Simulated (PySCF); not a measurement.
C3H9FSi, SMILES [Si](C)(C)(C)F.

Coordinates come from a B3LYP-D3(BJ)/def2-SVP optimisation.

Two levels are set side by side: TDDFT-PBE/def2-SVPD (PySCF) and TDDFT-B3LYP/def2-SVPD (PySCF). Vertical, same geometry. The lowest singlet is HOMO−1→LUMO 100 % with PBE and HOMO−1→LUMO 99 % with the other functional; states are paired by order. Differences are taken from unrounded values.

```json
[
 {"quantity": "lowest singlet excitation (eV)", "TDDFT-B3LYP": "7.72", "TDDFT-PBE": "7.10", "TDDFT-PBE minus TDDFT-B3LYP": "-0.61"},
 {"quantity": "lowest triplet excitation (TDA) (eV)", "TDDFT-B3LYP": "7.56", "TDDFT-PBE": "6.98", "TDDFT-PBE minus TDDFT-B3LYP": "-0.58"},
 {"quantity": "first bright state (f over 0.05) (eV)", "TDDFT-B3LYP": "7.72", "TDDFT-PBE": "7.10", "TDDFT-PBE minus TDDFT-B3LYP": "-0.61"},
 {"quantity": "its oscillator strength", "TDDFT-B3LYP": "0.07", "TDDFT-PBE": "0.05", "TDDFT-PBE minus TDDFT-B3LYP": "-0.02"}
]
```

Functionals without exact exchange tend to place singlet excitations lower, as here. Differences between two approximate levels are no errors against the true value.

Rough cost on one machine, each run with all the roots and properties that it gave: TDDFT-B3LYP against TDDFT-PBE about 4 times.
